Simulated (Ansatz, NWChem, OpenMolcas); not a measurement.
# A ladder of methods for CH6Ge (methyl germane)

CH6Ge has 8 atoms, charge 0, and is taken as a singlet. As SMILES, `[CH3][GeH3]`. The coordinates come from a PBE0-D4/def2-TZVP relaxation.

Each level gives the vertical ionisation energy (to the doublet cation) (eV). The values are calculated.

```tsv
level	kind	program	value (eV)	CPU time (all runs)
HF/def2-SVPD	Hartree–Fock	OpenMolcas	10.42	1.7 min
PBE/def2-SVPD	GGA	OpenMolcas	11.05	5.2 min
M06-L/def2-SVPD	meta-GGA	OpenMolcas	11.07	7 min
M06-2X/def2-SVPD	hybrid meta-GGA	NWChem	?	3.6 min
B3LYP/def2-SVPD	global hybrid	NWChem	?	2.5 min
BHLYP/def2-SVPD	global hybrid	Ansatz	11.23	30 s
wB97M-V/def2-SVPD	range-separated hybrid	Ansatz	11.36	4 min
CCSD(T)/def2-SVPD	coupled cluster or CI	Ansatz	11.30	3.6 min
```

**Question.** Estimate what the levels marked ? give.

**Answer.** As computed at these levels: M06-2X/def2-SVPD: 11.75 eV; B3LYP/def2-SVPD: 11.27 eV. All-electron rows without a relativistic Hamiltonian named are non-relativistic. The values span 10.42 to 11.75 eV. In the correlated wave-function rows the outer d shell of Ge is correlated, in sets not made for it. Times are those of the runs behind each value, whatever else they computed, on shared processors of several kinds: orders of magnitude only.
